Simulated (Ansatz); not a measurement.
A run for Ansatz (a program for electronic structure): R-B3LYP-D3(BJ)/def2-TZVP on C2H7BO (SMILES CB(C)O).

Ansatz 0.2 input:
```yaml
crystal:
  periodic: [false, false, false]
  atoms:
    - {symbol: C, position_ang: [1.44573101, -0.33715413, -0.21292779]}
    - {symbol: B, position_ang: [0.07188504, 0.32180172, 0.23768870]}
    - {symbol: C, position_ang: [-1.31992656, -0.29854449, -0.23711872]}
    - {symbol: O, position_ang: [0.13925985, 1.41088405, 1.01360320]}
    - {symbol: H, position_ang: [2.29944655, 0.28682989, 0.03420254]}
    - {symbol: H, position_ang: [1.46661973, -0.53471768, -1.28197360]}
    - {symbol: H, position_ang: [1.58690954, -1.29613784, 0.28186903]}
    - {symbol: H, position_ang: [-1.31342997, -1.38508518, -0.21644876]}
    - {symbol: H, position_ang: [-2.16621256, 0.04082234, 0.35909591]}
    - {symbol: H, position_ang: [-1.52058368, -0.01210713, -1.26863406]}
    - {symbol: H, position_ang: [-0.68969898, 1.80340848, 1.29064356]}
basis:
  gaussian:
    orbitals: def2-TZVP
hamiltonian:
  xc: b3lyp
  dispersion: d3bj
relax: {f_tol: 0.003, max_steps: 120}
scf: {lower_state_search: off}
```

Program output:

```
WARN ansatz: RAYON_NUM_THREADS=2 ignored (pool sized by the plan → 2); use --threads N
Functional definition: B3LYP
these checks for a lower state are left out or cut short: stability, starts, cluster_reference, orbital_swaps, neighbouring_geometries, increment
integrals: 0.07 GiB planned
988 factors; their error is unknown
mean field: 0.67 GiB planned
mean field evaluation 1: about -4901.8304 eV, gradient 8.4e1 eV
mean field evaluation 2: about -4891.6775 eV, gradient 1.1e2 eV
mean field evaluation 4: about -4915.7886 eV, gradient 5.9e0 eV
mean field evaluation 8: about -4915.8575 eV, gradient 2.4e-2 eV
mean field evaluation 16: about -4915.8448 eV, gradient 5.5e-3 eV
mean field -4915.84480666 eV, -180.6539645655 hartree, gradient 9.6e-6 eV, S^2 0.000000; 0 other end points of the search recorded, 0 dependent functions left out
the calculation of the forces begins
reference -4915.84507037 eV, -180.6539742568 hartree; 16, 16 occupied and 150, 150 virtual orbitals, 988 factors
relax step   1: F+E_penalty+E_count = -4916.12834629 eV  Δ(F+E_penalty+E_count) = +0.000e0 eV  max|allowed force component| = 1.217e0 eV/Å  Δτ_max = 0.0000 Å  (17 SCF iters, accepted)
these checks for a lower state are left out or cut short: stability, starts, cluster_reference, orbital_swaps, neighbouring_geometries, increment
integrals: 0.07 GiB planned
988 factors; their error is unknown
mean field: 0.67 GiB planned
mean field -4915.86763650 eV, -180.6548035466 hartree, gradient 2.0e-6 eV, S^2 0.000000; 0 other end points of the search recorded, 0 dependent functions left out
the calculation of the forces begins
reference -4915.86790022 eV, -180.6548132382 hartree; 16, 16 occupied and 150, 150 virtual orbitals, 988 factors
relax step   2: F+E_penalty+E_count = -4916.15160627 eV  Δ(F+E_penalty+E_count) = -2.326e-2 eV  max|allowed force component| = 5.247e-1 eV/Å  Δτ_max = 0.0185 Å  (20 SCF iters, accepted)
these checks for a lower state are left out or cut short: stability, starts, cluster_reference, orbital_swaps, neighbouring_geometries, increment
integrals: 0.07 GiB planned
988 factors; their error is unknown
mean field: 0.67 GiB planned
mean field evaluation 32: about -4915.8752 eV, gradient 1.8e-4 eV
mean field -4915.87516906 eV, -180.6550803631 hartree, gradient 2.1e-6 eV, S^2 0.000000; 0 other end points of the search recorded, 0 dependent functions left out
the calculation of the forces begins
reference -4915.87543263 eV, -180.6550900492 hartree; 16, 16 occupied and 150, 150 virtual orbitals, 988 factors
relax step   3: F+E_penalty+E_count = -4916.15970437 eV  Δ(F+E_penalty+E_count) = -8.098e-3 eV  max|allowed force component| = 7.176e-2 eV/Å  Δτ_max = 0.0162 Å  (20 SCF iters, accepted)
these checks for a lower state are left out or cut short: stability, starts, cluster_reference, orbital_swaps, neighbouring_geometries, increment
integrals: 0.07 GiB planned
988 factors; their error is unknown
mean field: 0.67 GiB planned
mean field -4915.87599036 eV, -180.6551105455 hartree, gradient 2.1e-6 eV, S^2 0.000000; 0 other end points of the search recorded, 0 dependent functions left out
the calculation of the forces begins
reference -4915.87625382 eV, -180.6551202271 hartree; 16, 16 occupied and 150, 150 virtual orbitals, 988 factors
relax step   4: F+E_penalty+E_count = -4916.16048449 eV  Δ(F+E_penalty+E_count) = -7.801e-4 eV  max|allowed force component| = 8.913e-2 eV/Å  Δτ_max = 0.0139 Å  (20 SCF iters, accepted)
these checks for a lower state are left out or cut short: stability, starts, cluster_reference, orbital_swaps, neighbouring_geometries, increment
integrals: 0.07 GiB planned
988 factors; their error is unknown
mean field: 0.67 GiB planned
mean field -4915.87626028 eV, -180.6551204647 hartree, gradient 2.1e-6 eV, S^2 0.000000; 0 other end points of the search recorded, 0 dependent functions left out
the calculation of the forces begins
reference -4915.87652363 eV, -180.6551301425 hartree; 16, 16 occupied and 150, 150 virtual orbitals, 988 factors
relax step   5: F+E_penalty+E_count = -4916.16087182 eV  Δ(F+E_penalty+E_count) = -3.873e-4 eV  max|allowed force component| = 1.814e-2 eV/Å  Δτ_max = 0.0112 Å  (20 SCF iters, accepted)
these checks for a lower state are left out or cut short: stability, starts, cluster_reference, orbital_swaps, neighbouring_geometries, increment
integrals: 0.07 GiB planned
988 factors; their error is unknown
mean field: 0.67 GiB planned
mean field -4915.87646545 eV, -180.6551280047 hartree, gradient 2.1e-6 eV, S^2 0.000000; 0 other end points of the search recorded, 0 dependent functions left out
the calculation of the forces begins
reference -4915.87672887 eV, -180.6551376850 hartree; 16, 16 occupied and 150, 150 virtual orbitals, 988 factors
relax step   6: F+E_penalty+E_count = -4916.16098642 eV  Δ(F+E_penalty+E_count) = -1.146e-4 eV  max|allowed force component| = 8.157e-3 eV/Å  Δτ_max = 0.0215 Å  (20 SCF iters, accepted)
these checks for a lower state are left out or cut short: stability, starts, cluster_reference, orbital_swaps, neighbouring_geometries, increment
integrals: 0.07 GiB planned
988 factors; their error is unknown
mean field: 0.67 GiB planned
mean field -4915.87649942 eV, -180.6551292531 hartree, gradient 2.1e-6 eV, S^2 0.000000; 0 other end points of the search recorded, 0 dependent functions left out
the calculation of the forces begins
reference -4915.87676284 eV, -180.6551389335 hartree; 16, 16 occupied and 150, 150 virtual orbitals, 988 factors
relax step   7: F+E_penalty+E_count = -4916.16103791 eV  Δ(F+E_penalty+E_count) = -5.150e-5 eV  max|allowed force component| = 7.258e-3 eV/Å  Δτ_max = 0.0132 Å  (20 SCF iters, accepted)
these checks for a lower state are left out or cut short: stability, starts, cluster_reference, orbital_swaps, neighbouring_geometries, increment
integrals: 0.07 GiB planned
988 factors; their error is unknown
mean field: 0.67 GiB planned
mean field evaluation 64: about -4915.8904 eV, gradient 7.3e-1 eV
mean field -4915.87649327 eV, -180.6551290269 hartree, gradient 2.1e-6 eV, S^2 0.000000; 0 other end points of the search recorded, 0 dependent functions left out
the calculation of the forces begins
reference -4915.87675671 eV, -180.6551387080 hartree; 16, 16 occupied and 150, 150 virtual orbitals, 988 factors
relax step   8: F+E_penalty+E_count = -4916.16104934 eV  Δ(F+E_penalty+E_count) = -1.142e-5 eV  max|allowed force component| = 8.506e-3 eV/Å  Δτ_max = 0.0139 Å  (20 SCF iters, accepted)
these checks for a lower state are left out or cut short: stability, starts, cluster_reference, orbital_swaps, neighbouring_geometries, increment
integrals: 0.07 GiB planned
988 factors; their error is unknown
mean field: 0.67 GiB planned
mean field -4915.87650459 eV, -180.6551294430 hartree, gradient 2.1e-6 eV, S^2 0.000000; 0 other end points of the search recorded, 0 dependent functions left out
the calculation of the forces begins
reference -4915.87676802 eV, -180.6551391238 hartree; 16, 16 occupied and 150, 150 virtual orbitals, 988 factors
relax step   9: F+E_penalty+E_count = -4916.16105906 eV  Δ(F+E_penalty+E_count) = -9.724e-6 eV  max|allowed force component| = 3.877e-3 eV/Å  Δτ_max = 0.0019 Å  (21 SCF iters, accepted)
these checks for a lower state are left out or cut short: stability, starts, cluster_reference, orbital_swaps, neighbouring_geometries, increment
integrals: 0.07 GiB planned
988 factors; their error is unknown
mean field: 0.67 GiB planned
mean field -4915.87650201 eV, -180.6551293481 hartree, gradient 2.1e-6 eV, S^2 0.000000; 0 other end points of the search recorded, 0 dependent functions left out
the calculation of the forces begins
reference -4915.87676543 eV, -180.6551390286 hartree; 16, 16 occupied and 150, 150 virtual orbitals, 988 factors
relax step  10: F+E_penalty+E_count = -4916.16106109 eV  Δ(F+E_penalty+E_count) = -2.024e-6 eV  max|allowed force component| = 2.325e-3 eV/Å  Δτ_max = 0.0019 Å  (21 SCF iters, accepted)
Total energy: -4916.16132450 eV, -180.6655963817 hartree
Atom 0 at     1.442348    -0.322788    -0.225747 Å, force     0.000269    -0.000094    -0.000015 eV/Å
Atom 1 at     0.077227     0.307615     0.230930 Å, force    -0.000046     0.002325     0.001731 eV/Å
Atom 2 at    -1.311860    -0.280554    -0.232335 Å, force    -0.000142     0.000017     0.000056 eV/Å
Atom 3 at     0.144528     1.398988     1.051411 Å, force    -0.000586    -0.002218    -0.001669 eV/Å
Atom 4 at     2.300162     0.313276    -0.004086 Å, force    -0.000024    -0.000049     0.000153 eV/Å
Atom 5 at     1.444351    -0.561038    -1.292987 Å, force     0.000103     0.000181    -0.000022 eV/Å
Atom 6 at     1.593453    -1.277253     0.292008 Å, force    -0.000047     0.000031    -0.000177 eV/Å
Atom 7 at    -1.331448    -1.371136    -0.157832 Å, force    -0.000094    -0.000018     0.000137 eV/Å
Atom 8 at    -2.174435     0.112170     0.313407 Å, force     0.000103     0.000021    -0.000113 eV/Å
Atom 9 at    -1.465958    -0.052554    -1.293206 Å, force    -0.000030    -0.000128     0.000027 eV/Å
Atom 10 at    -0.718368     1.733275     1.318435 Å, force     0.000494    -0.000067    -0.000108 eV/Å
Dipole moment:    -0.294107    -0.027173    -0.015619 e Å
Checks for a lower state left out: stability, starts, cluster_reference, orbital_swaps, neighbouring_geometries, increment
```

The calculation finished and met its thresholds.

Cost: roughly 50 core-seconds.
